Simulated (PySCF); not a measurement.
A calculated (UHF, PySCF 2.14, def2-TZVP, the non-relativistic Hamiltonian (point nucleus)) atom or ion has these occupied shells.

```csv
shell,electrons,orbital energy (eV),"rms radius, mean of both spins (bohr)"
1s α,1,-1612.9,0.140
1s β,1,-1612.6,0.140
2s α,1,-154.28,0.677
2s β,1,-153.57,0.677
2p α,3,-108.13,0.672
2p β,3,-107.85,0.672
3s α,1,-28.040,2.40
```

Task: Name the element and its charge.

Result: Al(2+) (aluminium, charge +2), in [Ne] 3s1, 2S determinant.
